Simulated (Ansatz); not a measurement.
Name a neutral molecule of C, Cl, N, Si and H with LUMO energy (ωB97M-V/def2-TZVPP) between 1.95 and 2.25 eV and HOMO–LUMO gap (ωB97M-V/def2-TZVPP) between 10.50 and 10.80 eV (Ansatz, PBE0-D4/def2-TZVP geometry).

`C=CN[SiH2]Cl` (2.06 eV, 10.76 eV); `C=CN(C)[SiH2]Cl` (2.21 eV, 10.75 eV). Other molecules can fit too; these were computed, each in one conformer that needn't be the lowest.
